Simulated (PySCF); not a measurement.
As²⁺: ionisation energy

As²⁺ [Ar] 3d10 4s2 4p1 (2P) → As³⁺ [Ar] 3d10 4s2 (1S), as a difference of total energies. All numbers are calculated (PySCF 2.14, the spin-free X2C one-electron Hamiltonian (Gaussian nucleus), in x2c-TZVPPall (6s5p4d1f, 48 functions)). Correlated levels: valence: [Ar] 3d10 frozen. The calculations carry no spin-orbit coupling.

| method | ionisation energy (eV) | plus first-order spin-orbit estimate | error of that sum (eV) |
| --- | --- | --- | --- |
| UHF | 27.391 | 27.615 | -0.734 |
| MP2 (valence) | 27.653 | 27.877 | -0.472 |
| SCS-MP2 (valence) | 27.645 | 27.869 | -0.480 |
| CCSD (valence) | 27.739 | 27.963 | -0.386 |
| CCSD(T) (valence) | 27.758 | 27.982 | -0.367 |
| CCSDT (valence) | 27.764 | 27.988 | -0.361 |

Reference: 28.349 ± 0.012 eV (measured; NIST Atomic Spectra Database, ionization energies).

A first-order spin-orbit estimate (lowest level to lowest level, LS coupling) adds 0.224 eV.

Errors of the correlated levels include the incompleteness of this basis and the frozen core.
